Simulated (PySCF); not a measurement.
PySCF was given this input:
```python
from pyscf import gto, scf, dft, tdscf

mol = gto.M(
    atom='''
B     0.432335    0.087628    0.955838
F    -0.141427    0.167295    2.139818
H     1.602472    0.113781    0.903126
S    -0.580856   -0.055103   -0.489609
C     0.679534   -0.125886   -1.814229
H     1.253970    0.794040   -1.817186
H     0.143811   -0.234080   -2.750724
H     1.327406   -0.980577   -1.653655
''',
    basis='6-31g',
    charge=0,
    spin=0,
    verbose=4,
)

mf = dft.RKS(mol)
mf.xc = 'lc_wpbe'
mf.kernel()
td = mf.TDDFT()
td.nstates = 5
td.kernel(x0=td.get_init_guess(mf, 13), nstates=5)
td.analyze()
```

Q: What does this run give for the number of basis functions, total energy, HOMO energy, lowest excitation energy found, excitation energies found, dipole moment?

A: 
```
Quantity                                                 Result
------------------------------  -------------------------------
number of basis functions                                    48
total energy                                     -563.159312 Ha
HOMO energy                                           -10.41 eV
lowest excitation energy found                          6.77 eV
excitation energies found       6.77, 6.98, 7.46, 8.95, 8.96 eV
dipole moment                                            2.82 D
```

Q: Roughly what does it cost on one core?

A: very roughly 60 core-seconds.
